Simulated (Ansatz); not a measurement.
`NBO[SiH2]F`, relaxed with RKS PBE0-D4/def2-TZVP in Ansatz 0.2.0 from a PBE-D4/def2-SVP geometry. The force threshold is 0.005 eV/Å; the program also tests the step.

Charge 0, multiplicity 1.

Start:

```xyz
10

N    -2.012    0.499    0.651
B    -0.743   -0.095    0.579
O     0.062    0.171   -0.521
Si    1.641   -0.262   -0.824
F     2.617    0.992   -0.441
H    -2.652    0.336    1.426
H    -2.364    1.132   -0.069
H    -0.369   -0.840    1.472
H     2.048   -1.431    0.020
H     1.773   -0.503   -2.293
```

| step | energy (eV) | largest force (eV/Å) | largest move (Å) |
| --- | --- | --- | --- |
| 1 | -14887.2179 | 1.196 | 0.000 |
| 2 | -14887.2778 | 0.709 | 0.030 |
| 3 | -14887.2963 | 0.063 | 0.029 |
| 4 | -14887.2967 | 0.052 | 0.011 |
| 5 | -14887.2968 | 0.091 | 0.057 |
| 6 | -14887.2975 | 0.035 | 0.016 |
| 7 | -14887.2978 | 0.018 | 0.024 |
| 8 | -14887.2979 | 0.005 | 0.012 |

End:

```xyz
10

N    -1.998    0.487    0.633
B    -0.728   -0.082    0.600
O     0.081    0.150   -0.490
Si    1.619   -0.259   -0.820
F     2.585    0.939   -0.408
H    -2.632    0.352    1.400
H    -2.351    1.073   -0.105
H    -0.353   -0.769    1.509
H     2.033   -1.447   -0.040
H     1.744   -0.443   -2.280
```

Run time 24 s (4 threads of an Arm Neoverse V1 on a shared host); peak host memory 0.44 GiB.
